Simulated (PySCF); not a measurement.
C₄, SMILES [C]1[C+]2[C][C-]12 (connectivity only; charge and spin as stated), neutral, multiplicity 1. Atoms are numbered in the order given.

```xyz
4

C      0.0000     0.7466     0.0000
C      0.0000    -0.7466     0.0000
C      0.0000     0.0000    -1.2332
C      0.0000     0.0000     1.2332
```

The structure is a stationary point at B3LYP-D3(BJ)/def2-TZVP.

Method: B3LYP-D3(BJ)/def2-TZVP in PySCF.

No scaling factor is applied to the harmonic values.

Task: Give all harmonic wavenumbers and intensities. (The exact figures need the calculation; the answer reports its results.)

Result: 
```tsv
mode	ν (cm⁻¹)	IR (km/mol)	Raman (Å⁴/amu)	depolarisation	moving atoms (share of kinetic energy)
1	308	50.4	0.0	–	C 100 %
2	505	54.3	0.0	–	C 100 %
3	952	0.0	14.8	0.73	C 100 %
4	1016	0.0	12.9	0.75	C 100 %
5	1287	0.0	59.2	0.09	C 100 %
6	1394	263.7	0.0	–	C 100 %
```
